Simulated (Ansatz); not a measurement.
Wavefunction ladder for C$_{9}$H$_{25}$NSi$_{2}$, SMILES `C[SiH](C)N(C(C)(C)C)[Si](C)(C)C`

```json
{"atom": "C1", "x (Å)": "2.389", "y (Å)": "-1.799", "z (Å)": "-0.170"}
{"atom": "Si2", "x (Å)": "1.328", "y (Å)": "-0.727", "z (Å)": "0.947"}
{"atom": "C3", "x (Å)": "1.031", "y (Å)": "-1.600", "z (Å)": "2.579"}
{"atom": "N4", "x (Å)": "-0.080", "y (Å)": "-0.040", "z (Å)": "0.181"}
{"atom": "C5", "x (Å)": "-1.145", "y (Å)": "-0.900", "z (Å)": "-0.392"}
{"atom": "C6", "x (Å)": "-2.531", "y (Å)": "-0.325", "z (Å)": "-0.101"}
{"atom": "C7", "x (Å)": "-1.123", "y (Å)": "-2.289", "z (Å)": "0.242"}
{"atom": "C8", "x (Å)": "-0.944", "y (Å)": "-1.059", "z (Å)": "-1.899"}
{"atom": "Si9", "x (Å)": "0.122", "y (Å)": "1.671", "z (Å)": "-0.191"}
{"atom": "C10", "x (Å)": "0.276", "y (Å)": "2.658", "z (Å)": "1.396"}
{"atom": "C11", "x (Å)": "-1.289", "y (Å)": "2.488", "z (Å)": "-1.128"}
{"atom": "C12", "x (Å)": "1.637", "y (Å)": "1.932", "z (Å)": "-1.271"}
{"atom": "H13", "x (Å)": "2.626", "y (Å)": "-1.266", "z (Å)": "-1.095"}
{"atom": "H14", "x (Å)": "3.333", "y (Å)": "-2.022", "z (Å)": "0.336"}
{"atom": "H15", "x (Å)": "1.928", "y (Å)": "-2.752", "z (Å)": "-0.439"}
{"atom": "H16", "x (Å)": "2.163", "y (Å)": "0.462", "z (Å)": "1.272"}
{"atom": "H17", "x (Å)": "1.977", "y (Å)": "-1.641", "z (Å)": "3.127"}
{"atom": "H18", "x (Å)": "0.668", "y (Å)": "-2.623", "z (Å)": "2.466"}
{"atom": "H19", "x (Å)": "0.316", "y (Å)": "-1.046", "z (Å)": "3.191"}
{"atom": "H20", "x (Å)": "-2.640", "y (Å)": "-0.136", "z (Å)": "0.970"}
{"atom": "H21", "x (Å)": "-3.302", "y (Å)": "-1.039", "z (Å)": "-0.402"}
{"atom": "H22", "x (Å)": "-2.718", "y (Å)": "0.602", "z (Å)": "-0.636"}
{"atom": "H23", "x (Å)": "-0.168", "y (Å)": "-2.798", "z (Å)": "0.099"}
{"atom": "H24", "x (Å)": "-1.890", "y (Å)": "-2.911", "z (Å)": "-0.224"}
{"atom": "H25", "x (Å)": "-1.336", "y (Å)": "-2.237", "z (Å)": "1.311"}
{"atom": "H26", "x (Å)": "-1.735", "y (Å)": "-1.673", "z (Å)": "-2.339"}
{"atom": "H27", "x (Å)": "-0.953", "y (Å)": "-0.091", "z (Å)": "-2.403"}
{"atom": "H28", "x (Å)": "0.017", "y (Å)": "-1.536", "z (Å)": "-2.107"}
{"atom": "H29", "x (Å)": "1.140", "y (Å)": "2.370", "z (Å)": "1.996"}
{"atom": "H30", "x (Å)": "0.367", "y (Å)": "3.724", "z (Å)": "1.165"}
{"atom": "H31", "x (Å)": "-0.620", "y (Å)": "2.525", "z (Å)": "2.008"}
{"atom": "H32", "x (Å)": "-0.924", "y (Å)": "3.483", "z (Å)": "-1.404"}
{"atom": "H33", "x (Å)": "-1.581", "y (Å)": "1.986", "z (Å)": "-2.052"}
{"atom": "H34", "x (Å)": "-2.180", "y (Å)": "2.631", "z (Å)": "-0.514"}
{"atom": "H35", "x (Å)": "1.776", "y (Å)": "2.997", "z (Å)": "-1.481"}
{"atom": "H36", "x (Å)": "1.514", "y (Å)": "1.418", "z (Å)": "-2.229"}
{"atom": "H37", "x (Å)": "2.554", "y (Å)": "1.563", "z (Å)": "-0.807"}
```

Total charge 0; spin multiplicity 1. The geometry is a stationary point of PBE0-D4/def2-TZVP. It is one conformer, not always the lowest. Frozen core, restricted reference, the Gaussian-basis code of Ansatz. CBS rows extrapolate triple and quadruple zeta; past MP2 they add the triple-zeta difference.

| basis | HF (Eh) | MP2 corr. |
| --- | --- | --- |
| def2-SVP | -987.29313 | -1.69105 |
| def2-TZVPP | -987.95378 | -2.07899 |
| def2-QZVPP | -987.99136 | -2.21052 |

Q: Estimate the CCSD correlation energy and the (T) correction in each basis where they were run (hartree).

A: 
```csv
basis,CCSD corr.,(T)
def2-SVP,-1.84670,-0.05784
def2-TZVPP,-2.20790,-0.09092
CBS(def2),-2.43685,as TZ
```
